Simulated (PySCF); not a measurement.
Precursor series Zn CH3-H. Isolated molecules, 0 K electronic values unless said otherwise. One relaxed conformer stands for each flexible species; it need not be the lowest.

Method: B3LYP-D3(BJ)/def2-TZVP // BP86-D3(BJ)/def2-SVP (PySCF). B3LYP has the VWN-RPA correlation part, as in Gaussian. 

```tsv
species	charge on the central atom (Mulliken) (e)	coordination number
0 of 2 CH3 replaced by H	0.39	2
1 of 2 CH3 replaced by H ([Zn(CH3)(H)])	0.27	2
2 of 2 CH3 replaced by H ([Zn(H)2])	0.14	2
```
